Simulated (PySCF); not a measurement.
Worked example: refractive index and permittivity of the vapour

Zn(Br)(OSiH3) (BrH3OSiZn), SMILES [SiH3][O][Zn][Br].

The structure is a stationary point at TPSSh-D3(BJ)/def2-SVP. The structure was generated by enumeration; whether it is a known compound was not checked. One conformer was computed; it need not be the lowest.

PBE/def2-TZVP (PySCF) gives a mean static polarisability of 74.4 bohr³ and a dipole moment of 0.20 D. Take an ideal gas at 298.15 K and 1 bar, whether or not the substance is that volatile.

### Question
Work out n − 1 in the optical limit and the static ε − 1.

### Answer

Polarisability volume α' = 74.4 × 0.148185 = 11.02 Å³. Number density N = p/kT = 2.43e-5 Å⁻³.
Dilute limit of Lorentz–Lorenz: n − 1 = 2π N α' = 0.0017.
Orientation term of Debye: μ²/(3kT) = 8.098 Å³ × μ²(D²) = 0.32 Å³.
ε − 1 = 4π N (α' + μ²/3kT) = 0.0035. Orientation of the dipole supplies 3 % of the static response; it can't follow optical fields. Vibrational polarisation and dispersion are left out.
